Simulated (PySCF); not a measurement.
diarsenic (As₂), singlet, geometry from GFN2-xTB. Base run: PBE/6-31G (PySCF).

Input for PySCF:
```python
from pyscf import gto, scf, dft

mol = gto.Mole()
mol.atom = '''
    As   -0.00000000   -0.00000000   -1.04699221
    As    0.00000000    0.00000000    1.04699221
'''
mol.basis = '6-31g'
mol.verbose = 4
mol.build()

mf = dft.RKS(mol)
mf.xc = 'pbe'
mf.kernel()
```

Each row names what was changed in the base input (with any setting that the change needs).

| change | basis functions | E (Eh) | HOMO (eV) | HOMO-LUMO gap (eV) |
|---|---|---|---|---|
| base | 54 | -4470.35303 | -6.76 | 3.34 |
| basis = cc-pVDZ-DK; relativity = spin-free X2C; nucleus = Gaussian (with mol.nucmod = 'G') | 54 | -4520.75323 | -6.39 | 3.20 |
| basis = cc-pVTZ-DK; relativity = spin-free X2C | 86 | -4520.98567 | -6.50 | 3.16 |
| basis = cc-pVDZ-DK; relativity = spin-free X2C | 54 | -4520.78019 | -6.39 | 3.20 |
| basis = cc-pVTZ-DK; relativity = none | 86 | -4440.31092 | -6.59 | 3.18 |
| basis = x2c-SVPall; relativity = spin-free X2C; nucleus = Gaussian (with mol.nucmod = 'G') | 64 | -4520.15683 | -6.37 | 3.19 |
| basis = cc-pVTZ-DK; relativity = spin-free X2C; nucleus = Gaussian (with mol.nucmod = 'G') | 86 | -4520.95509 | -6.50 | 3.16 |
| basis = x2c-SVPall; relativity = spin-free X2C | 64 | -4520.18075 | -6.37 | 3.19 |
| basis = cc-pVDZ-DK; relativity = none | 54 | -4442.91629 | -6.52 | 3.23 |
| basis = x2c-SVPall; relativity = none | 64 | -4450.24588 | -6.61 | 3.23 |

Totals shift with the method and basis; they matter in differences.

Basis sets contracted for a relativistic Hamiltonian are a mismatch without it, so the rows without relativity aren't non-relativistic limits. No row has spin-orbit coupling; sets with core potentials leave out the core electrons.
